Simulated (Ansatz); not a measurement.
Geometry optimisation, RKS PBE-D4/STO-3G (Ansatz).

Input file:

```yaml
crystal:
  periodic: [false, false, false]
  atoms:
    - { symbol: Li, position_ang: [-0.8834, -1.25193, -2.23382] }
    - { symbol: C, position_ang: [-0.22727, -0.90825, -0.47955] }
    - { symbol: C, position_ang: [0.141, -1.416, 0.89373] }
    - { symbol: C, position_ang: [-0.16127, 0.37034, -0.79202] }
    - { symbol: Si, position_ang: [0.14517, 2.03759, -0.30067] }
    - { symbol: H, position_ang: [-0.19513, -2.45323, 1.01328] }
    - { symbol: H, position_ang: [-0.296, -0.80088, 1.67862] }
    - { symbol: H, position_ang: [1.22468, -1.38598, 1.01175] }
    - { symbol: H, position_ang: [-0.96175, 2.9613, -0.02445] }
    - { symbol: H, position_ang: [1.28006, 2.82807, -0.79161] }
basis:
  gaussian: { orbitals: STO-3G }
hamiltonian:
  xc: pbe
  dispersion: d4
relax:
  f_tol: 0.015
  max_steps: 40
```

Command:

```bash
$ ansatz run input.yaml --threads 1 --pin off --max-ram 2048MiB --backend cpu --events-out ev --progress --plain --runs-dir out
```

Problem. Where does it end, and by what steps?

Solution. The run converged. The force dipped under the threshold on the way, but the program's further checks kept it going. Limits of this set-up: minimal basis. After 39 steps the energy has fallen by 2.037 eV; Li1 moved furthest, 1.30 Å. Joined: Li1–Si5.

```
step  energy less start (eV)  largest force component (eV/Å)  accepted
   0                  0.0000                           1.135       yes
   2                 -0.5645                           0.573       yes
   4                 -0.8108                           0.760       yes
   6                 -0.9312                           0.976        no
   8                 -1.0456                           0.135       yes
  10                 -1.1045                           0.646       yes
  12                 -1.6160                           1.163       yes
  14                 -1.9939                           0.822       yes
  16                 -2.0320                           0.219       yes
  18                 -2.0350                           0.057       yes
  20                 -2.0353                           0.006       yes
  22                 -2.0354                           0.017       yes
  24                 -2.0356                           0.050       yes
  26                 -2.0358                           0.033       yes
  28                 -2.0360                           0.052       yes
  30                 -2.0362                           0.015       yes
  32                 -2.0364                           0.025       yes
  34                 -2.0365                           0.078        no
  36                 -2.0365                           0.078        no
  38                 -2.0367                           0.044        no
  39                 -2.0368                           0.012       yes
```

```xyz
10
Properties=species:S:1:pos:R:3
Li -0.320 -0.119 -1.940
C 0.013 -0.580 0.106
C 0.165 -1.752 1.048
C -0.004 0.680 -0.084
Si -0.183 2.100 -1.248
H -0.644 -2.493 0.901
H 0.139 -1.405 2.103
H 1.132 -2.266 0.871
H -1.263 2.919 -0.701
H 1.031 2.897 -1.080
```

Whether the end is a true minimum wasn't checked by a vibrational analysis.

Run time: 2.2 min on 1 thread of Intel(R) Xeon(R) Platinum 8175M CPU @ 2.50GHz (Skylake/Cascade Lake), on a shared host, peak memory 0.14 GiB.
